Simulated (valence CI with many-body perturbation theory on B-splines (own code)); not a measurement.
## Level structure of Tc XIII

Computed by configuration interaction combined with many-body perturbation theory (CI+MBPT): three valence electrons over a frozen Dirac-Fock core [Ar] 3d10, a basis of 11 s, 11 p, 10 d, 8 f, 5 g, 2 h functions for each j, with the one-electron correlation potential Σ1, the two-electron term Σ2, the three-electron term Σ3, Breit, model QED; selected CI, second order for the rest, scaled by the run's own slope (own B-spline code, finite nucleus).

No measured spectrum was set against this ion. As an estimate, levels hold to about 250 cm⁻¹ or 0.2 % of their energy and the worst to 1 %, as in measured heavy ions of charge 2 to 7; those with d or f electrons hold less well.

Levels 1 to 45 of 194, with energies above the lowest level, 4s²4p ²P°_1/2. "Leading %" is the weight of the configuration and term that name the level; weights of strongly mixed levels are sums over their largest components and can fall short. In the jj column 3d3/2^4 stands for four electrons in 3d with j = 3/2.

| No. | Configuration | Term | J | E (eV) | Leading % | g | Leading jj |
| --- | --- | --- | --- | --- | --- | --- | --- |
| 1 | 4s²4p | ²P° | 1/2 | 0.00 | 98 | 0.665 | 4s^2 4p1/2 (98 %) |
| 2 | 4s²4p | ²P° | 3/2 | 4.16 | 98 | 1.333 | 4s^2 4p3/2 (98 %) |
| 3 | 4s4p² | ⁴P | 1/2 | 26.45 | 94 | 2.624 | 4s 4p1/2^2 (66 %) |
| 4 | 4s4p² | ⁴P | 3/2 | 28.52 | 98 | 1.724 | 4s 4p1/2 4p3/2 (94 %) |
| 5 | 4s4p² | ⁴P | 5/2 | 30.31 | 88 | 1.554 | 4s 4p1/2 4p3/2 (66 %) |
| 6 | 4s4p² | ²D | 3/2 | 35.26 | 89 | 0.828 | 4s 4p1/2 4p3/2 (76 %) |
| 7 | 4s4p² | ²D | 5/2 | 36.35 | 83 | 1.246 | 4s 4p3/2^2 (64 %) |
| 8 | 4s4p² | ²P | 1/2 | 39.63 | 53 | 1.304 | 4s 4p1/2 4p3/2 (51 %) |
| 9 | 4s4p² | ²S | 1/2 | 43.77 | 53 | 1.408 | 4s 4p3/2^2 (76 %) |
| 10 | 4s4p² | ²P | 3/2 | 44.63 | 93 | 1.314 | 4s 4p3/2^2 (72 %) |
| 11 | 4s²4d | ²D | 3/2 | 56.84 | 92 | 0.800 | 4s^2 4d3/2 (92 %) |
| 12 | 4s²4d | ²D | 5/2 | 57.49 | 92 | 1.200 | 4s^2 4d5/2 (92 %) |
| 13 | 4p³ | ⁴S° | 3/2 | 65.91 | 42 | 1.427 | 4p1/2^2 4p3/2 (84 %) |
| 14 | 4p³ | ⁴S° | 3/2 | 68.10 | 48 | 1.382 | 4p1/2 4p3/2^2 (91 %) |
| 15 | 4p³ | ²D° | 5/2 | 68.46 | 84 | 1.199 | 4p1/2 4p3/2^2 (84 %) |
| 16 | 4p³ | ²P° | 1/2 | 73.19 | 90 | 0.665 | 4p1/2 4p3/2^2 (90 %) |
| 17 | 4p³ | ²P° | 3/2 | 75.27 | 66 | 1.321 | 4p3/2^3 (80 %) |
| 18 | 4s4p4d | ⁴F° | 3/2 | 77.97 | 95 | 0.422 | 4s 4p1/2 4d3/2 (88 %) |
| 19 | 4s4p4d | ⁴F° | 5/2 | 78.82 | 94 | 1.039 | 4s 4p1/2 4d3/2 (48 %) |
| 20 | 4s4p4d | ⁴F° | 7/2 | 80.18 | 94 | 1.245 | 4s 4p1/2 4d5/2 (55 %) |
| 21 | 4s4p4d | ⁴F° | 9/2 | 82.30 | 100 | 1.333 | 4s 4p3/2 4d5/2 (100 %) |
| 22 | 4s4p4d | ⁴P° | 5/2 | 82.54 | 61 | 1.482 | 4s 4p1/2 4d5/2 (88 %) |
| 23 | 4s4p4d | ⁴D° | 3/2 | 83.09 | 52 | 1.392 | 4s 4p1/2 4d3/2 (47 %) |
| 24 | 4s4p4d | ⁴D° | 1/2 | 83.41 | 83 | 0.369 | 4s 4p1/2 4d3/2 (72 %) |
| 25 | 4s4p4d | ⁴D° | 5/2 | 85.63 | 50 | 1.248 | 4s 4p3/2 4d3/2 (59 %) |
| 26 | 4s4p4d | ²D° | 3/2 | 85.67 | 44 | 1.084 | 4s 4p3/2 4d3/2 (74 %) |
| 27 | 4s4p4d | ⁴P° | 1/2 | 85.68 | 86 | 2.309 | 4s 4p3/2 4d3/2 (96 %) |
| 28 | 4s4p4d | ⁴D° | 7/2 | 85.89 | 93 | 1.414 | 4s 4p3/2 4d5/2 (62 %) |
| 29 | 4s4p4d | ⁴P° | 3/2 | 86.05 | 41 | 1.250 | 4s 4p3/2 4d5/2 (42 %) |
| 30 | 4s4p4d | ⁴P° | 5/2 | 86.31 | 33 | 1.313 | 4s 4p3/2 4d5/2 (56 %) |
| 31 | 4s4p4d | ²F° | 5/2 | 88.01 | 69 | 0.976 | 4s 4p3/2 4d5/2 (39 %) |
| 32 | 4s4p4d | ²F° | 7/2 | 90.91 | 98 | 1.143 | 4s 4p3/2 4d5/2 (69 %) |
| 33 | 4s4p4d | ²P° | 3/2 | 92.70 | 70 | 1.229 | 4s 4p1/2 4d3/2 (34 %) |
| 34 | 4s4p4d | ²F° | 7/2 | 93.43 | 82 | 1.150 | 4s 4p3/2 4d5/2 (44 %) |
| 35 | 4s4p4d | ²F° | 5/2 | 93.74 | 81 | 0.866 | 4s 4p3/2 4d3/2 (62 %) |
| 36 | 4s4p4d | ²P° | 1/2 | 94.93 | 92 | 0.661 | 4s 4p3/2 4d5/2 (82 %) |
| 37 | 4s4p4d | ²P° | 1/2 | 96.48 | 92 | 0.658 | 4s 4p3/2 4d3/2 (76 %) |
| 38 | 4s4p4d | ²D° | 3/2 | 97.20 | 48 | 1.060 | 4s 4p3/2 4d5/2 (55 %) |
| 39 | 4s4p4d | ²P° | 3/2 | 97.34 | 63 | 1.164 | 4s 4p3/2 4d5/2 (41 %) |
| 40 | 4s4p4d | ²D° | 5/2 | 97.70 | 87 | 1.189 | 4s 4p3/2 4d5/2 (68 %) |
| 41 | 4s²5s | ²S | 1/2 | 106.79 | 97 | 2.002 | 4s^2 5s (97 %) |
| 42 | 4s²4f | ²F° | 7/2 | 108.97 | 84 | 1.143 | 4s^2 4f7/2 (84 %) |
| 43 | 4s²4f | ²F° | 5/2 | 109.04 | 83 | 0.857 | 4s^2 4f5/2 (83 %) |
| 44 | 4p²4d | ⁴F | 3/2 | 112.96 | 76 | 0.548 | 4p1/2^2 4d3/2 (72 %) |
| 45 | 4p²4d | ⁴F | 5/2 | 114.01 | 44 | 1.067 | 4p1/2^2 4d5/2 (55 %) |

Names give the largest LS component (configuration and term), which can be under half, so a name can repeat, a term be missing and a line seem to break the LS rules; names also repeat where a configuration has a term twice.

Where two levels of one J and parity lie close, their mixing, g and order are uncertain.

The ionisation energy to 4s² ¹S0 of the next ion comes out as 262.9 eV (NIST: 262.08 ± 0.12 eV (semi-empirical), further off than twice its uncertainty). All 194 levels together are meant to be complete up to 172.41 eV.
